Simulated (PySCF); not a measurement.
A GIAO shielding run with PySCF 2.14.0 with density-fitted response routines (density fitting, non-relativistic, gas phase) on SMILES C[SiH2]CCC(=O)C(N)=O, C5H11NO2Si:

```
$ OMP_NUM_THREADS=1 python probes_run.py task.json out

{"job": {"kind": "nmr", "xc": "PBE0", "basis": "pcSseg-1"}, "charge": 0, "multiplicity": 1}
C     -3.523872     0.017627    -0.693584
Si    -1.781092     0.643726    -0.278684
C     -0.790256    -0.824709     0.431314
C      0.644088    -0.468332     0.790929
C      1.488859    -0.167972    -0.400818
O      1.117639    -0.205704    -1.551435
C      2.946455     0.208862    -0.073585
N      3.639778     0.505057    -1.184692
O      3.385993     0.232458     1.055353
H     -4.151258     0.833054    -1.038538
H     -3.499972    -0.730662    -1.480552
H     -4.008627    -0.427732     0.170450
H     -1.853391     1.673888     0.772448
H     -1.166752     1.228750    -1.470472
H     -1.288896    -1.202632     1.325322
H     -0.774411    -1.643800    -0.289108
H      1.143410    -1.279888     1.332372
H      0.693195     0.400988     1.452408
H      4.606850     0.777528    -1.139368
H      3.167114     0.440172    -2.073175
```

Hardware: 1 thread of an Arm Neoverse N1, shared host. The job also computes population analyses, field gradients.

(1) How large is the calculation?

(2) How long does it take, and how much memory does it need?

Results:

(1) 78 electrons, 215 basis functions and 1132 auxiliary functions.

(2) 78 s of wall time, with 15 SCF cycles and 6 response iterations; peak memory 0.96 GiB. Times on a shared host scatter by some tens of per cent.
